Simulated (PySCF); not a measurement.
CH₃Mg, SMILES [Mg+][CH3], charge +1. Heavy atoms are numbered as in [Mg+:1][CH3:2]. Hydrogens are named by the atom that carries them.

Geometry: PBE0-D3(BJ)/def2-TZVP. The multiplicity is an assumed one; other spin states were not compared. The isomer is the one that the SMILES or the coordinates give; other isomers of the formula were not compared.

All values below come from HF/pcSseg-2 (PySCF).

GIAO shieldings, no solvent; atoms alike by connectivity are averaged. δ = σ(ref) − σ: ¹³C against TMS (σ = 193.3 ppm); ¹H against TMS (σ = 31.98 ppm), references at their B3LYP-D3(BJ)/def2-TZVP geometries, non-relativistic.

| nucleus | atoms | count | δ (ppm) |
|---|---|---|---|
| ¹³C | C2 (CH3) | 1 | 1.7 |
| ¹H | H on C2 | 3 | 1.67 |
